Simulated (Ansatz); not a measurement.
The cluster SeS3⁻, relaxed as a doublet with UKS r2SCAN-D4/def2-SVPD in Ansatz, starting from the GFN2-xTB geometry. Force threshold 0.02 eV/Å.

The structure comes from a short search, and lower isomers may exist.

Start:

| atom | x (Å) | y (Å) | z (Å) |
| --- | --- | --- | --- |
| S1 | 0.255 | 0.154 | -2.602 |
| S2 | -0.868 | -0.016 | 0.692 |
| S3 | -0.375 | -0.278 | 2.570 |
| Se4 | 0.988 | 0.140 | -0.660 |

Task: Estimate the energy that the relaxation releases and the steps that it takes.

Result: 6.4 kJ/mol, in 6 steps; 16 s on 2 threads of Intel Xeon 6975P-C on a shared host. No frequencies were taken in this run, so the end may be a saddle point.

Task: Does the start keep its bonding and symmetry?

Result: By distances, no bond broke or formed. The bond that changes most is S1–Se4, from 2.07 to 2.13 Å (atoms count from 1).

Task: Predict the relaxed structure.

Result: 
| atom | x (Å) | y (Å) | z (Å) |
| --- | --- | --- | --- |
| S1 | 0.3031 | 0.2175 | -2.6605 |
| S2 | -0.9383 | -0.0775 | 0.6977 |
| S3 | -0.3176 | -0.2170 | 2.5998 |
| Se4 | 0.9528 | 0.0770 | -0.6370 |
Bond lengths: 2 × S–Se 2.13 to 2.32 Å; 1 × S–S 2.01 Å.
